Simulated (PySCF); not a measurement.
Compound: C3H7FO3Si2.
Numbering: `[O:1]=[C:2]([OH:3])[C@@H:4]1[Si@H:5]([OH:6])[CH2:7][Si@H:8]1[F:9]`

Structure used (GFN2-xTB), in Å, numbered top down from 1:
```xyz
16
C3H7FO3Si2 angstrom
O      2.137    0.287    0.396
C      1.410    0.927   -0.347
O      1.891    1.968   -1.047
C     -0.009    0.669   -0.540
Si    -0.899    0.302    1.159
O      0.211    0.092    2.310
C     -1.528   -1.344    0.395
Si    -0.416   -1.112   -1.133
F     -1.252   -1.033   -2.518
H      2.836    2.085   -0.864
H     -0.440    1.449   -1.162
H     -1.827    1.323    1.613
H      1.122   -0.015    2.003
H     -2.586   -1.350    0.149
H     -1.343   -2.231    0.994
H      0.685   -2.009   -1.419
```

NICS is the negative of the GIAO shielding at a point without a nucleus: at the ring centre (0) and 1 Å above and below it (1); zz is the component along the ring normal. Level: GIAO PBE0/pcSseg-1 (PySCF, non-relativistic, gas phase) on the GFN2-xTB geometry, one conformer.

Ring bond lengths (Å), with Mayer bond orders in brackets: C4–Si5 1.952 (0.76), Si5–C7 1.921 (0.85), C7–Si8 1.904 (0.92), Si8–C4 1.922 (0.80).

Q: What do the NICS probes read (ppm)?

A: 
```
         ring                                                type  NICS(0)  NICS(1), two faces  NICS(1)zz, two faces  rms pucker (Å)  centre to ring atoms, mean (Å)
C4–Si5–C7–Si8  4-membered ring with 2 Si; formal bonds all single      1.1         -1.5 / -1.2             3.6 / 3.5            0.08                            1.36
```

Q: What can be read from them?

A: 
- C4–Si5–C7–Si8: mean NICS(1)zz 3.6 ppm, deshielded. C4, Si5, C7, Si8 have four or more neighbours, so the value isn't read as a sign of a π ring current.

Q: How shielded are the nuclei of the rings and their hydrogens (means over atoms taken as equivalent)?

A: 
```json
{"atoms": "C4", "environment": "sp3 carbon bound to silicon", "σ isotropic (ppm)": "148.3"}
{"atoms": "Si5", "environment": "oxygen-bound silicon", "σ isotropic (ppm)": "373.5"}
{"atoms": "C7", "environment": "sp3 carbon bound to silicon", "σ isotropic (ppm)": "167.8"}
{"atoms": "Si8", "environment": "fluorine-bound silicon", "σ isotropic (ppm)": "330.2"}
{"atoms": "H11", "environment": "methine hydrogen", "σ isotropic (ppm)": "28.86"}
{"atoms": "H12", "environment": "Si–H hydrogen", "σ isotropic (ppm)": "26.19"}
{"atoms": "H14", "environment": "methylene hydrogen", "σ isotropic (ppm)": "30.73"}
{"atoms": "H15", "environment": "methylene hydrogen", "σ isotropic (ppm)": "30.70"}
{"atoms": "H16", "environment": "Si–H hydrogen", "σ isotropic (ppm)": "26.08"}
```
